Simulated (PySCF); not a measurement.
BH3, SMILES B. Geometry optimised at PBE0-D3(BJ)/def2-TZVPD. The isomer is the one that the SMILES or the coordinates give; other isomers of the formula were not compared.

TDDFT-CAM-B3LYP/def2-TZVPD (PySCF) puts the lowest singlet excitations at 5.84, 5.84, 9.38, 9.38, 10.86, 11.12 eV.

Problem. What are the lowest excitation roots from PySCF with ADC(2)/aug-cc-pVDZ? (The exact figures need the calculation; the answer reports its results.)

Solution. 6.26, 6.26, 9.98, 9.98, 10.92, 10.92 eV. S1 differs by 0.41 eV (second minus first; roots are paired by order, and the bases may differ).
